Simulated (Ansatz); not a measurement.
One change: `C[SiH]([GaH2])[GeH2][GeH3]` becomes `C[SiH2][GaH2]`.

Ansatz, PBE0-D4/def2-TZVP geometries, multiplicity 1. Each molecule was computed in one conformer, which needn't be the lowest.

Scalar relativity is left out up to krypton.

```json
{"property": "HOMO energy (B3LYP/def2-TZVPP) / eV", "`C[SiH]([GaH2])[GeH2][GeH3]`": "-6.81"}
{"property": "LUMO energy (B3LYP/def2-TZVPP) / eV", "`C[SiH]([GaH2])[GeH2][GeH3]`": "-2.38"}
{"property": "size of the dipole moment (ωB97M-V/def2-TZVPP) / D", "`C[SiH]([GaH2])[GeH2][GeH3]`": "1.08"}
{"property": "LUMO energy (ωB97M-V/def2-TZVPP) / eV", "`C[SiH]([GaH2])[GeH2][GeH3]`": "-0.49"}
{"property": "zero-point energy (PBE0-D4/def2-TZVP) / kJ/mol", "`C[SiH]([GaH2])[GeH2][GeH3]`": "258.4"}
{"property": "HOMO–LUMO gap (ωB97M-V/def2-TZVPP) / eV", "`C[SiH]([GaH2])[GeH2][GeH3]`": "8.40"}
```

Question: What does the change do to each property? (Estimate.)

Answer: The calculation gave: 
| property | `C[SiH2][GaH2]` | shift |
| --- | --- | --- |
| HOMO energy (B3LYP/def2-TZVPP) / eV | -7.13 | -0.32 |
| LUMO energy (B3LYP/def2-TZVPP) / eV | -2.26 | 0.12 |
| size of the dipole moment (ωB97M-V/def2-TZVPP) / D | 0.90 | -0.18 |
| LUMO energy (ωB97M-V/def2-TZVPP) / eV | -0.29 | 0.20 |
| zero-point energy (PBE0-D4/def2-TZVP) / kJ/mol | 174.2 | -84.2 |
| HOMO–LUMO gap (ωB97M-V/def2-TZVPP) / eV | 9.05 | 0.65 |

With PBE0 the HOMO falls by 0.32 eV and the LUMO rises by 0.14 eV, so the gap widens by about 0.46 eV. PBE moves the HOMO by -0.23 eV and ωB97M-V by -0.45 eV. The zero-point energy changes by -84.2 kJ/mol with -18 modes. Dipoles are sizes alone; their direction can turn.

B3LYP here is the variant with VWN-RPA as its local correlation; programs differ in this.
